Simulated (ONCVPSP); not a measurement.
How hard is this Be (Z = 4) ONCV potential?

* Element: Be (Z = 4)
* Generator: ONCVPSP 4.0.1
* Type: optimised norm-conserving Vanderbilt (ONCV)
* Functional: Wu-Cohen
* Relativity: scalar-relativistic
* Frozen core: none
* Valence charge: 4
* Reference configuration: 1s2 2s1.75 2p0.25
* Partial waves: 1s+2s: rc 0.65 bohr, ncon 4, nbas 8, qcut 18.9 1/bohr, 2 projectors; 2p: rc 4.00 bohr, ncon 4, nbas 8, qcut 3.9 1/bohr, 2 projectors, debl 3.6 Ha
* Local potential: polynomial inside 0.60 bohr (lpopt 4, dvloc0 3 Ha)
* Core correction: none

Q: For each optimised wave give the share of its norm inside rc, the residual kinetic energy above qcut (Ha) and the cutoffs (Ha) for errors of 10, 1, 0.1 and 0.01 mHa per electron.

A:

```tsv
wave	norm inside rc	residual KE	10 mHa	1 mHa	0.1 mHa	0.01 mHa
1s	0.838	2.4e-06	98.6	126.8	148.7	166.8
2s	0.019	5.0e-07	55.0	92.2	123.0	148.2
2p	0.744	7.0e-09	2.2	3.6	4.7	5.6
p projector 2	0.194	7.8e-05	5.4	6.5	7.7	11.4
```

The occupied waves need 127 Ha and 149 Ha for 1 and 0.1 mHa.
